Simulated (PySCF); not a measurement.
isopropylamine (C3H9N), singlet, geometry from GFN2-xTB; PySCF with CASSCF(6,5)/6-31G.

The PySCF input:
```python
from pyscf import gto, scf, mcscf
import numpy

mol = gto.M(
    atom='''
C    -0.55105503    1.21127971    0.55105219
C    -0.01665718    0.10649214   -0.35677557
C     1.41672569   -0.25882784    0.02037526
N    -0.85419502   -1.07464949   -0.19035718
H     0.08110938    2.09312036    0.48919171
H    -0.57125383    0.85838895    1.57848389
H    -1.56244281    1.48852622    0.26115788
H    -0.01983257    0.47906027   -1.40065685
H     1.80377599   -1.02633918   -0.64665397
H     1.43777943   -0.64253792    1.03668185
H     2.06111231    0.61388174   -0.04478134
H    -0.53013327   -1.82750065   -0.78764755
H    -1.81483042   -0.86771740   -0.44118662
''',
    basis='6-31g',
    verbose=4,
)

mf = scf.RHF(mol)
mf.kernel()
mc = mcscf.CASSCF(mf, 5, 6)
mc.fix_spin_(ss=0.0)
mc.kernel()
occ = numpy.linalg.eigvalsh(mc.fcisolver.make_rdm1(mc.ci, mc.ncas, mc.nelecas))[::-1]
ss = mc.fcisolver.spin_square(mc.ci, mc.ncas, mc.nelecas)[0]
print('natural occupations', occ.round(4), ' <S^2>', round(ss, 4))
```

Task: Predict the main parts of the log of this PySCF run.

Result: 
```
PySCF version 2.14.0

[INPUT] verbose = 4
[INPUT] num. atoms = 13
[INPUT] num. electrons = 34
[INPUT] charge = 0
[INPUT] spin (= nelec alpha-beta = 2S) = 0
[INPUT] symmetry False subgroup None
[INPUT] Mole.unit = angstrom
[INPUT] Symbol           X                Y                Z      unit          X                Y                Z       unit  Magmom
[...]
nuclear repulsion = 136.094917960033
number of shells = 38
number of NR pGTOs = 124
number of NR cGTOs = 54
basis = 6-31g
ecp = {}

******** <class 'pyscf.scf.hf.RHF'> ********
method = RHF
initial guess = minao
damping factor = 0
level_shift factor = 0
DIIS = <class 'pyscf.scf.diis.CDIIS'>
diis_start_cycle = 1
diis_space = 8
diis_damp = 0
SCF conv_tol = 1e-09
SCF conv_tol_grad = None
SCF max_cycles = 50
direct_scf = True
direct_scf_tol = 1e-13
Set gradient conv threshold to 3.16228e-05
Initial guess from minao.
init E= -173.784816659393
[...]
cycle= 1 E= -173.175863383192  delta_E= 0.609  |g|= 0.316  |ddm|= 2.86
[...]
cycle= 2 E= -173.209333640219  delta_E= -0.0335  |g|= 0.0938  |ddm|= 0.405
[...]
cycle= 3 E= -173.211741002485  delta_E= -0.00241  |g|= 0.0372  |ddm|= 0.139
[...]
cycle= 4 E= -173.212136644576  delta_E= -0.000396  |g|= 0.00488  |ddm|= 0.0416
[...]
cycle= 5 E= -173.212150097321  delta_E= -1.35e-05  |g|= 0.00202  |ddm|= 0.014
[...]
cycle= 6 E= -173.212152379454  delta_E= -2.28e-06  |g|= 0.000597  |ddm|= 0.00532
[...]
cycle= 7 E= -173.212152729249  delta_E= -3.5e-07  |g|= 0.000128  |ddm|= 0.00274
[...]
cycle= 8 E= -173.212152744453  delta_E= -1.52e-08  |g|= 2.89e-05  |ddm|= 0.000609
[...]
cycle= 9 E= -173.212152744889  delta_E= -4.36e-10  |g|= 8.78e-06  |ddm|= 7.28e-05
[...]
Extra cycle  E= -173.212152744939  delta_E= -5.05e-11  |g|= 3.92e-06  |ddm|= 2.25e-05
converged SCF energy = -173.212152744939

******** <class 'pyscf.mcscf.mc1step.CASSCF'> ********
CAS (3e+3e, 5o), ncore = 14, nvir = 35
max_cycle_macro = 50
max_cycle_micro = 4
conv_tol = 1e-07
conv_tol_grad = None
orbital rotation max_stepsize = 0.02
orbital rotation threshold for CI restart = 0.01
augmented hessian ah_max_cycle = 30
augmented hessian ah_conv_tol = 1e-12
augmented hessian ah_linear dependence = 1e-14
augmented hessian ah_level shift = 1e-08
augmented hessian ah_start_tol = 2.5
augmented hessian ah_start_cycle = 3
augmented hessian ah_grad_trust_region = 3
kf_trust_region = 3
kf_interval = 4
ci_response_space = 4
ci_grad_trust_region = 3
with_dep4 0
natorb = False
canonicalization = True
sorting_mo_energy = False
[...]
CASCI E = -173.212490275198  S^2 = 0.0000000
[...]
macro iter  40 ( 21 JK    4 micro), CASSCF E = -173.254277861503  dE = -6.95359586e-04  S^2 = 0.0000000
               |grad[o]|=0.00973  |grad[c]|=0.0124  |ddm|=0.00629  |maxRot[o]|=0.0866
macro iter  41 ( 21 JK    4 micro), CASSCF E = -173.254693106336  dE = -4.15244832e-04  S^2 = 0.0000000
               |grad[o]|=0.00745  |grad[c]|=0.013  |ddm|=0.00528  |maxRot[o]|=0.0668
macro iter  42 (  7 JK    2 micro), CASSCF E = -173.254944431358  dE = -2.51325022e-04  S^2 = 0.0000000
               |grad[o]|=0.00508  |grad[c]|=0.00692  |ddm|=0.000937  |maxRot[o]|=0.0686
macro iter  43 (  7 JK    2 micro), CASSCF E = -173.255142268956  dE = -1.97837598e-04  S^2 = 0.0000000
               |grad[o]|=0.00365  |grad[c]|=0.00756  |ddm|=0.000865  |maxRot[o]|=0.0693
macro iter  44 (  7 JK    2 micro), CASSCF E = -173.255285068561  dE = -1.42799605e-04  S^2 = 0.0000000
               |grad[o]|=0.00248  |grad[c]|=0.00819  |ddm|=0.000868  |maxRot[o]|=0.0696
macro iter  45 ( 15 JK    4 micro), CASSCF E = -173.255267795911  dE =  1.72726504e-05  S^2 = 0.0000000
               |grad[o]|=0.00176  |grad[c]|=0.0126  |ddm|=0.00276  |maxRot[o]|=0.124
macro iter  46 ( 20 JK    4 micro), CASSCF E = -173.255297775401  dE = -2.99794900e-05  S^2 = 0.0000000
               |grad[o]|=0.0017  |grad[c]|=0.00203  |ddm|=0.000581  |maxRot[o]|=0.0211
macro iter  47 ( 21 JK    4 micro), CASSCF E = -173.255302745594  dE = -4.97019329e-06  S^2 = 0.0000000
               |grad[o]|=0.00091  |grad[c]|=0.00195  |ddm|=0.000466  |maxRot[o]|=0.00801
macro iter  48 (  7 JK    2 micro), CASSCF E = -173.255330558747  dE = -2.78131527e-05  S^2 = 0.0000000
               |grad[o]|=0.000701  |grad[c]|=0.00189  |ddm|=0.00054  |maxRot[o]|=0.0517
macro iter  49 (  7 JK    2 micro), CASSCF E = -173.255349537929  dE = -1.89791820e-05  S^2 = 0.0000000
               |grad[o]|=0.000522  |grad[c]|=0.00272  |ddm|=0.000736  |maxRot[o]|=0.0601
macro iter  50 (  4 JK    1 micro), CASSCF E = -173.255353551434  dE = -4.01350553e-06  S^2 = 0.0000000
               |grad[o]|=0.00032  |grad[c]|=0.0015  |ddm|=0.000331  |maxRot[o]|=0.0369
1-step CASSCF not converged,  50 macro (887 JK 179 micro) steps
CASSCF canonicalization
Density matrix diagonal elements [1.97922841 1.99815283 1.98035692 0.02151287 0.02074897]
CASSCF energy = -173.255353551434
CASCI E = -173.255353551434  E(CI) = -12.2932957111555  S^2 = 0.0000000
natural occupations [1.999  1.981  1.9779 0.0215 0.0206]  <S^2> 0.0
```

The run did not converge; its last values are not results.
